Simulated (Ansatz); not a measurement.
C₃H₅Al (`C=[C]1[CH2][AlH]1`), relaxed with RKS PBE-D4/def2-SVP in the Gaussian-basis code of Ansatz from a rough embedded geometry. The force threshold is 0.03 eV/Å; the program also tests the step.

Total charge 0; spin multiplicity 1.

Start:

```xyz
9

C     1.312   -0.738   -0.811
C     0.338   -0.153   -0.205
C    -1.143   -0.032    0.025
Al   -0.441    1.132    1.169
H     1.200   -1.512   -1.566
H     2.394   -0.377   -0.615
H    -1.569   -0.984    0.556
H    -1.702    0.283   -0.824
H    -0.388    2.381    2.272
```

Q: How much energy does the relaxation release, and in how many steps? (Estimate.)

A: Computed: 22.15 kcal/mol, in 15 steps, 3 of them rejected.

Q: Which bonds change most? (Best estimate.)

A: The calculation gave: C3–Al4 from 1.777 to 1.956 Å; C2–Al4 from 2.036 to 1.902 Å; Al4–H9 from 1.667 to 1.591 Å; C1–C2 from 1.287 to 1.347 Å.

Q: Give the relaxed structure. (An estimate is asked.)

A: Ansatz gave: 
```xyz
9

C     1.304   -0.647   -0.773
C     0.384   -0.198    0.102
C    -1.146   -0.115   -0.016
Al   -0.330    1.181    1.200
H     1.017   -1.187   -1.698
H     2.385   -0.499   -0.605
H    -1.664   -0.888    0.598
H    -1.612   -0.058   -1.022
H    -0.337    2.408    2.213
```
